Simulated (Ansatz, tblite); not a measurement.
Forces on WO2 at its PBE-D4/def2-TZVP geometry. The state is a singlet with charge 0.

In the def2 sets W takes a core potential; there is no spin–orbit coupling. The xTB rows come from tblite. The structure holds one bond between oxygen atoms, so isomers without such links may lie far lower. The restricted singlet is unstable towards broken spin symmetry in Hartree–Fock (as tested in another run); at PBE-D4/def2-TZVP this wasn't settled. At PBE-D4/def2-TZVP an occupied level lies above an empty one. Another isomer (singlet) lies 6.36 eV lower at PBE0-D4/def2-TZVP; other spin states weren't run for this one.

GFN1-xTB (tblite), largest force 2.24 eV/Å:

```xyz
3
positions Å, forces eV/Å
W    -0.766   -0.515   -0.678   -1.500   -1.008   -1.328
O    -0.136    0.369    0.840    1.822    0.274   -0.372
O     0.902    0.146   -0.162   -0.321    0.735    1.700
```

GFN2-xTB (tblite), largest force 2.94 eV/Å:

```
W -1.043 -0.701 -0.923
O 2.535 -0.082 -1.484
O -1.492 0.783 2.407
```

PBE-D4/def2-TZVP (Ansatz), largest force 0.00 eV/Å:

```
W -0.003 -0.002 -0.003
O 0.003 0.001 0.000
O 0.000 0.001 0.003
```
